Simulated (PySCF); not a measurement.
SMILES CC(C)(C)[SiH2]c1cccs1 (C8H14SSi), singlet, GFN2-xTB optimised geometry.

```
24

C     -0.51    -1.97    -2.82
C     -1.63    -1.88    -1.78
C     -2.47    -3.15    -1.84
C     -2.52    -0.68    -2.12
Si    -0.89    -1.68    -0.03
C      0.29    -0.22     0.00
C      1.65    -0.22     0.00
C      2.22     1.07     0.00
C      1.28     2.05     0.00
S     -0.31     1.41     0.00
H      0.14    -2.82    -2.62
H      0.10    -1.07    -2.81
H     -0.93    -2.09    -3.82
H     -1.86    -4.03    -1.62
H     -2.90    -3.28    -2.84
H     -3.28    -3.12    -1.12
H     -2.95    -0.79    -3.12
H     -1.96     0.25    -2.10
H     -3.35    -0.60    -1.41
H     -1.96    -1.46     0.95
H     -0.10    -2.87     0.33
H      2.23    -1.12     0.00
H      3.28     1.26     0.00
H      1.43     3.12     0.00
```

Density from PySCF with PBE/def2-SVP at that geometry.

Minimum of the electron density along straight lines between bonded atoms, close to the bond critical point (lines longer than 1.1 times the sum of covalent radii, or with two minima, are not listed):

```
bond     length / Å  ρ at the minimum / e bohr⁻³  ∇²ρ there / e bohr⁻⁵  position (fraction from the first atom)
-------  ----------  ---------------------------  --------------------  ---------------------------------------
C1–C2         1.530                        0.238                 -0.50                                     0.50
C2–C3         1.529                        0.238                 -0.50                                     0.50
C2–C4         1.530                        0.238                 -0.50                                     0.50
C2–Si5        1.920                        0.111                  0.26                                     0.62
Si5–C6        1.874                        0.110                   [?]                                     0.39
C6–C7         1.364                        0.316                 -0.76                                     0.51
C7–C8         1.411                        0.294                   [?]                                     0.50
C8–C9         1.358                        0.321                 -0.79                                     0.49
C6–S10        1.735                        0.206                 -0.39                                     0.46
C9–S10        1.717                        0.215                   [?]                                     0.47
C1–H11        1.088                        0.274                 -0.98                                     0.63
C1–H12        1.088                        0.275                 -0.99                                     0.63
C1–H13        1.090                        0.272                 -0.97                                     0.63
C3–H14        1.088                        0.274                 -0.99                                     0.63
C3–H15        1.090                        0.272                 -0.97                                     0.63
C3–H16        1.088                        0.274                 -0.98                                     0.63
C4–H17        1.090                        0.272                 -0.97                                     0.63
C4–H18        1.088                        0.275                 -0.99                                     0.63
C4–H19        1.088                        0.274                 -0.98                                     0.63
Si5–H20       1.467                        0.116                  0.31                                     0.49
Si5–H21       1.468                        0.116                  0.31                                     0.49
C7–H22        1.076                        0.282                 -1.07                                     0.63
C8–H23        1.076                        0.281                 -1.06                                     0.63
C9–H24        1.072                        0.283                 -1.09                                     0.64
```

Task: Complete the blanks.

Result: 
- Si5–C6, ∇²ρ there / e bohr⁻⁵: 0.36
- C7–C8, ∇²ρ there / e bohr⁻⁵: -0.69
- C9–S10, ∇²ρ there / e bohr⁻⁵: -0.45
